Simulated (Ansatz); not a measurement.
**Question.** Name a neutral molecule of B, C and H with size of the dipole moment (PBE/def2-TZVPP) between 0.00 and 0.30 D and HOMO–LUMO gap (PBE0/def2-TZVPP) between 8.35 and 8.65 eV (Ansatz, PBE0-D4/def2-TZVP geometry).

**Answer.** `CB(C)C` (0.09 D, 8.39 eV). Other molecules can fit too; these were computed, each in one conformer that needn't be the lowest.
